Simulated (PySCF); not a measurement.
Spectrum to structure. Method: PySCF 2.14.0, density-fitted response routines, TDDFT CAM-B3LYP/def2-SVPD, vertical, gas phase, core orbitals frozen in the response. Geometries: GFN2-xTB, one conformer each.

```
state  E (eV)       f  main configurations (H = HOMO, L = LUMO)
   S1    5.36   0.117                                 H→L (90%)
   S2    5.58   0.123                               H-1→L (84%)
   S3    6.22  0.0026                  H→L+2 (48%), H→L+1 (35%)
   S4    6.30  0.0010              H-1→L+2 (52%), H-1→L+1 (25%)
   S5    6.58  0.0089     H→L+1 (44%), H→L+2 (35%), H→L+4 (10%)
   S6    6.62  0.0004                               H-2→L (94%)
   S7    6.96   0.016              H-1→L+1 (45%), H-1→L+2 (24%)
   S8    7.02   0.075     H→L+4 (34%), H→L+5 (16%), H→L+7 (11%)
```

Triplets computed (Tamm–Dancoff): 3.59, 4.35, 5.62 eV.

Orbital energies (eV): HOMO-3 -11.05, HOMO-2 -10.32, HOMO-1 -8.63, HOMO -8.27, LUMO -0.03, LUMO+1 1.02, LUMO+2 1.13.

Problem. Which structure fits? All have the formula C4H8SSi2.
A. `[SiH3]SC1=CC=C[SiH2]1`
B. `[SiH3]S[SiH]1C=CC=C1`
C. `C=C1C=C(S[SiH3])[SiH2]1`
D. `[SiH3]C1=C([SiH3])C(=S)C1`
E. `[SiH3]c1ccsc1[SiH3]`

Solution. E. Its S1, at 5.36 eV, is the highest among the candidates; the nearest of the others has S1 at 4.94 eV. S1 is HOMO→LUMO (90%). Löwdin shares by element: HOMO carbon 81% (atoms not listed hold the other 19%); LUMO carbon 51% or more, sulfur 19% (atoms not listed hold the other 30%). At the same level the other candidates give, for their lowest levels:
- `[SiH3]SC1=CC=C[SiH2]1`: 3.80 eV (f 0.156); 5.14 eV (f 0.003); 5.57 eV (f 0.001); 5.62 eV (f 0.005); 5.68 eV (f 0.000); T1 2.31 eV; HOMO -7.19, LUMO -0.49 eV
- `C=C1C=C(S[SiH3])[SiH2]1`: 4.94 eV (f 0.453); 5.03 eV (f 0.001); 5.54 eV (f 0.013); 5.81 eV (f 0.001); 6.01 eV (f 0.162); T1 3.04 eV; HOMO -7.31, LUMO 0.20 eV
- `[SiH3]C1=C([SiH3])C(=S)C1`: 2.34 eV (f 0.000); 4.59 eV (f 0.399); 4.97 eV (f 0.005); 5.27 eV (f 0.000); 5.55 eV (f 0.000); T1 1.94 eV; HOMO -7.76, LUMO -1.61 eV
- `[SiH3]S[SiH]1C=CC=C1`: 4.23 eV (f 0.035); 4.89 eV (f 0.012); 5.50 eV (f 0.003); 6.12 eV (f 0.007); 6.27 eV (f 0.037); T1 2.56 eV; HOMO -8.13, LUMO -0.73 eV
